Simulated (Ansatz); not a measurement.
F$_{4}$Ti, charge -1, doublet, at a GFN2-xTB geometry (such geometries of metal compounds can be far from the true shape) (the multiplicity is a formal guess) (a gas-phase anion, which may not be bound at this level). Base run: HF/6-31G* (Ansatz, a quantum-chemistry and plane-wave program).

Ansatz was given this input:
Ansatz 0.2 input:
```yaml
crystal:
  periodic: [false, false, false]
  atoms:
    - {symbol: Ti, position_ang: [-0.00000000, -0.00000000, -0.00000000]}
    - {symbol: F, position_ang: [1.24118707, 0.52094629, -1.19108730]}
    - {symbol: F, position_ang: [1.05052930, -0.83865025, 1.19317781]}
    - {symbol: F, position_ang: [-1.25479205, -0.63428937, -1.11972909]}
    - {symbol: F, position_ang: [-1.03692432, 0.95199333, 1.11763858]}
basis:
  gaussian:
    orbitals: 6-31G*
hamiltonian:
  xc: hf
total_charge: -1
magnetization: {spin_polarized: true, initial_magnetization: 1}
```

The base run was repeated with changes; each row names its change, and settings that it needs were set with it.

```
change                                                           ΔE vs base (mEh)
---------------------------------------------------------------  ----------------
base                                                                        0.000
point_charge = charge:1.0 position_ang:-1.9918, 1.669, -4.0326             -110.6
nuclear_model = gaussian                                                    1.525
lower_state_search = off                                                    0.000
fitting.mean_field = def2-universal-JKFIT                                   0.141
point_charge = charge:0.5 position_ang:-3.5258, 1.5053, 2.884             -60.251
lower_state_search = light                                                  0.000
point_charge = charge:-1.0 position_ang:-4.1588, 2.3689, 0.3287             111.0
forces = on                                                                 0.000
lower_state_search = full                                                   0.000
accuracy = high                                                            -0.006
```

A gas-phase anion may not be bound at this level; its values then depend on the basis.
